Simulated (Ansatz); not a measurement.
`CC(=O)SCCCCc1ccc2ccc3cccc4ccc1c2c34` with charge +1, relaxed as a doublet with UKS PBE-D4/def2-SVP in Ansatz, starting from the PBE-D4/def2-SVP geometry of the neutral singlet. Force threshold 0.03 eV/Å.

Single mean-field runs in def2-SVP are fitted with def2-universal-jkfit. The gap within one spin of the relaxed charge 1 doublet nearly closes, so an electron or hole may be smeared out by delocalisation error.

Start:

```
atom   x (Å)   y (Å)   z (Å)
  C1  -0.374  -6.268   4.226
  C2  -0.346  -5.327   3.042
  O3  -1.114  -4.395   2.893
  S4   0.948  -5.737   1.855
  C5   0.656  -4.394   0.653
  C6   1.368  -3.090   1.021
  C7   1.126  -1.956   0.016
  C8  -0.346  -1.505  -0.088
  C9  -0.524  -0.295  -0.975
 C10  -0.906  -0.472  -2.318
 C11  -1.034   0.603  -3.202
 C12  -0.779   1.922  -2.772
 C13  -0.898   3.053  -3.653
 C14  -0.645   4.329  -3.215
 C15  -0.252   4.582  -1.854
 C16   0.015   5.886  -1.380
 C17   0.396   6.104  -0.050
 C18   0.521   5.027   0.838
 C19   0.266   3.705   0.410
 C20   0.379   2.577   1.291
 C21   0.127   1.299   0.855
 C22  -0.262   1.025  -0.505
 C23  -0.389   2.139  -1.407
 C24  -0.126   3.471  -0.952
 H25  -1.361  -6.772   4.258
 H26  -0.279  -5.674   5.158
 H27   0.428  -7.029   4.188
 H28   0.993  -4.784  -0.330
 H29  -0.444  -4.257   0.622
 H30   2.458  -3.282   1.109
 H31   1.020  -2.773   2.027
 H32   1.485  -2.254  -0.994
 H33   1.750  -1.084   0.308
 H34  -0.962  -2.333  -0.494
 H35  -0.739  -1.312   0.932
 H36  -1.111  -1.493  -2.678
 H37  -1.337   0.429  -4.246
 H38  -1.198   2.870  -4.697
 H39  -0.740   5.185  -3.901
 H40  -0.082   6.735  -2.075
 H41   0.599   7.127   0.300
 H42   0.821   5.201   1.883
 H43   0.672   2.757   2.337
 H44   0.219   0.463   1.563
```

```json
{"step": "1", "energy (eV)": "-35961.3094", "largest force component (eV/Å)": "0.915", "SCF passes": "56"}
{"step": "2", "energy (eV)": "-35961.3443", "largest force component (eV/Å)": "0.414", "SCF passes": "30"}
{"step": "3", "energy (eV)": "-35961.3524", "largest force component (eV/Å)": "0.323", "SCF passes": "35"}
{"step": "4", "energy (eV)": "-35961.3573", "largest force component (eV/Å)": "0.119", "SCF passes": "28"}
{"step": "5", "energy (eV)": "-35961.3581", "largest force component (eV/Å)": "0.073", "SCF passes": "25"}
{"step": "6", "energy (eV)": "-35961.3590", "largest force component (eV/Å)": "0.021", "SCF passes": "28"}
{"step": "7", "energy (eV)": "-35961.3595", "largest force component (eV/Å)": "0.037", "SCF passes": "27"}
{"step": "8", "energy (eV)": "-35961.3603", "largest force component (eV/Å)": "0.036", "SCF passes": "28"}
{"step": "9", "energy (eV)": "-35961.3609", "largest force component (eV/Å)": "0.044", "SCF passes": "25"}
{"step": "10", "energy (eV)": "-35961.3615", "largest force component (eV/Å)": "0.059", "SCF passes": "28"}
{"step": "11 (rejected)", "energy (eV)": "-35961.3600", "largest force component (eV/Å)": "0.207", "SCF passes": "27"}
{"step": "12", "energy (eV)": "-35961.3622", "largest force component (eV/Å)": "0.043", "SCF passes": "26"}
{"step": "13", "energy (eV)": "-35961.3630", "largest force component (eV/Å)": "0.041", "SCF passes": "27"}
{"step": "14", "energy (eV)": "-35961.3634", "largest force component (eV/Å)": "0.052", "SCF passes": "31"}
{"step": "15", "energy (eV)": "-35961.3637", "largest force component (eV/Å)": "0.058", "SCF passes": "21"}
{"step": "16", "energy (eV)": "-35961.3639", "largest force component (eV/Å)": "0.043", "SCF passes": "29"}
{"step": "17", "energy (eV)": "-35961.3642", "largest force component (eV/Å)": "0.022", "SCF passes": "26"}
{"step": "18", "energy (eV)": "-35961.3644", "largest force component (eV/Å)": "0.017", "SCF passes": "26"}
{"step": "19", "energy (eV)": "-35961.3645", "largest force component (eV/Å)": "0.024", "SCF passes": "27"}
```

Force components are those of the run's own axes.

End:

```xyz
44

C    -0.616   -5.663    4.298
C    -0.378   -4.910    3.012
O    -0.969   -3.891    2.689
S     0.885   -5.657    1.966
C     0.793   -4.495    0.563
C     1.531   -3.179    0.830
C     1.238   -2.087   -0.208
C    -0.246   -1.631   -0.199
C    -0.463   -0.403   -1.030
C    -0.862   -0.538   -2.378
C    -1.030    0.567   -3.208
C    -0.801    1.889   -2.726
C    -0.972    3.032   -3.558
C    -0.745    4.313   -3.068
C    -0.335    4.515   -1.717
C    -0.095    5.818   -1.193
C     0.309    6.000    0.136
C     0.483    4.891    0.973
C     0.255    3.568    0.494
C     0.422    2.424    1.326
C     0.188    1.143    0.840
C    -0.218    0.921   -0.510
C    -0.391    2.062   -1.364
C    -0.158    3.376   -0.864
H    -1.652   -6.057    4.286
H    -0.541   -4.958    5.150
H     0.093   -6.501    4.436
H     1.214   -5.039   -0.307
H    -0.287   -4.328    0.382
H     2.624   -3.366    0.866
H     1.242   -2.804    1.834
H     1.508   -2.427   -1.231
H     1.890   -1.213    0.002
H    -0.887   -2.444   -0.594
H    -0.568   -1.472    0.851
H    -1.050   -1.547   -2.775
H    -1.347    0.429   -4.254
H    -1.289    2.890   -4.602
H    -0.882    5.186   -3.723
H    -0.233    6.689   -1.852
H     0.488    7.014    0.522
H     0.800    5.031    2.018
H     0.735    2.564    2.372
H     0.317    0.287    1.516
```

By distances, no bond broke or formed. The bond that changes most is C9–C22, from 1.43 to 1.44 Å (atoms count from 1).

The force fell under the threshold at step 6, but the optimiser went on and released 0.005 eV more. No frequencies were taken in this run, so the end may be a saddle point.

Run time 77 s (2 threads of AMD EPYC 7R13 on a shared host and a share (18 GiB) of an NVIDIA H100 80GB HBM3), peak host memory 0.93 GiB.
